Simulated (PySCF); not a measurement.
Gas-phase thermal properties of (H2SiO)3

Method: PySCF energies (xtb for GFN2) plus ideal-gas RRHO corrections (1 bar). 6-31G* has spherical d functions here. All species are closed-shell singlets. B3LYP is the form with VWN-RPA correlation. (H2SiO)3: computed as isolated molecules; such fragments, hydroxides, amides, oligomers or adducts are transient or little studied in the gas. The harmonic model lacks anharmonicity and excited electronic states, which grow with temperature; levels with a mode under 35 cm⁻¹ are left out. Soft modes under 120 cm⁻¹ make the harmonic entropy rough for (H2SiO)3.

```
level           point group  σ  ZPE (kJ/mol)  S°298 (J/mol/K)  Cp298 (J/mol/K)  S°1000 (J/mol/K)  H1000 − H298 (kJ/mol)
--------------  -----------  -  ------------  ---------------  ---------------  ----------------  ---------------------
B3LYP/6-31G*            D3h  6         180.8            357.2            124.0             579.9                  137.0
GFN2-xTB                D3h  6         169.7            356.7            139.3             591.7                  143.2
HF/6-31G*               D3h  6         194.5            343.6            115.8             557.5                  132.2
PBE/def2-SVP            D3h  6         173.0            363.1            128.7             590.8                  139.7
PBE0/def2-TZVP          D3h  6         179.9            351.6            123.7             574.6                  137.2
```
σ: rotational symmetry number. Electronic degeneracy used: 1. Frequencies are unscaled.
